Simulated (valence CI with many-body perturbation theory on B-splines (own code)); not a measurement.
## Energy levels of Tl32+

Level of theory: valence CI with perturbative core correlation (CI+MBPT): three valence electrons over a frozen Dirac-Fock core [Kr] 4d10, radial functions for each j: 7 s, 7 p, 7 d, 7 f, 4 g, 2 h, with the one-electron correlation potential Σ1, the two-electron term Σ2, the three-electron term Σ3, Breit, model QED; selected CI, second order for the rest, scaled by the run's own slope (own B-spline code, finite nucleus).

The last digits are not significant, and no measured levels were compared; by estimate large intervals hold to a few tenths of a per cent, small ones and those within an open d or f shell to about a per cent. Excitations out of the core, of the other parity, are not computed and may begin above about 193 eV (a cautious bound); beyond it only levels of the ground parity were kept, without lifetimes.

Levels 46 to 90 of 110, with energies above the lowest level, (4f5/2^3) J=9/2. "Leading %" is the weight of the configuration and term that name the level; weights of strongly mixed levels are sums over their largest components and can fall short. In the jj column 3d3/2^4 stands for four electrons in 3d with j = 3/2.

```csv
No.,Configuration,Term,J,E (eV),Leading %,g,Leading jj
46,4f2 5p,4I°,11/2,272.20,52,0.999,4f5/2 4f7/2 5p1/2 (100 %)
47,4f2 5p,4H°,9/2,272.39,35,1.048,4f5/2 4f7/2 5p1/2 (100 %)
48,4f2 5p,4G°,7/2,273.70,35,1.040,4f5/2 4f7/2 5p1/2 (99 %)
49,4f2 5p,4F°,5/2,274.17,38,1.137,4f5/2 4f7/2 5p1/2 (99 %)
50,4f2 5p,2H°,9/2,274.27,35,1.038,4f5/2 4f7/2 5p1/2 (99 %)
51,4f2 5p,2F°,7/2,274.90,36,1.101,4f5/2 4f7/2 5p1/2 (99 %)
52,4f2 5p,2I°,13/2,276.89,39,1.091,4f5/2 4f7/2 5p1/2 (63 %)
53,4f2 5p,4G°,11/2,276.94,47,1.166,4f5/2 4f7/2 5p1/2 (53 %)
54,4f2 5p,4D°,1/2,277.39,49,0.676,4f5/2^2 5p1/2 (89 %)
55,4f2 5p,2D°,3/2,278.60,30,1.228,4f5/2 4f7/2 5p1/2 (87 %)
56,4f2 5p,2F°,5/2,279.02,36,1.059,4f5/2 4f7/2 5p1/2 (89 %)
57,4f2 5p,4P°,1/2,280.52,45,1.721,4f5/2 4f7/2 5p1/2 (100 %)
58,4f2 5p,2F°,7/2,281.02,33,1.188,4f7/2^2 5p1/2 (100 %)
59,4f2 5p,2G°,9/2,281.52,35,1.080,4f7/2^2 5p1/2 (100 %)
60,4f2 5p,4D°,3/2,281.54,51,1.264,4f5/2 4f7/2 5p1/2 (99 %)
61,4f2 5p,2H°,11/2,282.65,48,1.043,4f7/2^2 5p1/2 (53 %)
62,4f2 5p,2K°,13/2,282.92,50,1.016,4f7/2^2 5p1/2 (63 %)
63,4f2 5p,2P°,3/2,286.30,28,1.414,4f7/2^2 5p1/2 (94 %)
64,4f2 5p,2F°,5/2,286.54,33,1.137,4f7/2^2 5p1/2 (95 %)
65,4f2 5p,2P°,1/2,296.69,88,0.662,4f7/2^2 5p1/2 (89 %)
66,4f2 5p,4H°,7/2,311.63,39,0.846,4f5/2^2 5p3/2 (98 %)
67,4f2 5p,2H°,9/2,311.77,33,0.909,4f5/2^2 5p3/2 (96 %)
68,4f2 5p,2I°,11/2,313.53,35,0.994,4f5/2^2 5p3/2 (95 %)
69,4f2 5p,4G°,5/2,313.56,78,0.644,4f5/2^2 5p3/2 (98 %)
70,4f2 5p,4D°,1/2,315.00,77,0.160,4f5/2^2 5p3/2 (93 %)
71,4f2 5p,4F°,3/2,315.09,36,0.841,4f5/2^2 5p3/2 (92 %)
72,4f2 5p,2G°,7/2,316.37,32,0.996,4f5/2^2 5p3/2 (91 %)
73,4f2 5p,4F°,5/2,316.53,42,0.981,4f5/2^2 5p3/2 (85 %)
74,4f2 5p,4G°,9/2,317.86,40,1.038,4f5/2 4f7/2 5p3/2 (100 %)
75,4f2 5p,4H°,11/2,318.09,44,1.059,4f5/2 4f7/2 5p3/2 (96 %)
76,4f2 5p,4I°,13/2,319.02,70,1.116,4f5/2 4f7/2 5p3/2 (96 %)
77,4f2 5p,4G°,7/2,319.66,43,1.015,4f5/2 4f7/2 5p3/2 (99 %)
78,4f2 5p,4G°,11/2,320.04,45,1.138,4f5/2 4f7/2 5p3/2 (91 %)
79,4f2 5p,2F°,7/2,320.32,36,1.085,4f5/2 4f7/2 5p3/2 (96 %)
80,4f2 5p,4D°,3/2,320.32,52,0.985,4f5/2 4f7/2 5p3/2 (98 %)
81,4f2 5p,2G°,9/2,320.61,35,1.143,4f5/2 4f7/2 5p3/2 (97 %)
82,4f2 5p,2F°,5/2,320.69,39,1.073,4f5/2 4f7/2 5p3/2 (98 %)
83,4f2 5p,4G°,9/2,321.11,52,1.119,4f5/2 4f7/2 5p3/2 (98 %)
84,4f2 5p,2F°,5/2,321.41,45,0.976,4f5/2 4f7/2 5p3/2 (95 %)
85,4f2 5p,2G°,7/2,322.09,37,1.043,4f5/2 4f7/2 5p3/2 (97 %)
86,4f2 5p,2I°,13/2,322.84,53,1.120,4f5/2 4f7/2 5p3/2 (68 %)
87,4f2 5p,2H°,11/2,323.16,46,1.126,4f5/2 4f7/2 5p3/2 (69 %)
88,4f2 5p,4I°,15/2,323.38,87,1.179,4f7/2^2 5p3/2 (52 %)
89,4f2 5p,4S°,3/2,323.99,34,1.539,4f5/2^2 5p3/2 (52 %)
90,4f2 5p,2P°,1/2,324.08,32,1.401,4f5/2 4f7/2 5p3/2 (92 %)
```

Where two levels of one J and parity lie close, their mixing, g and order are uncertain.
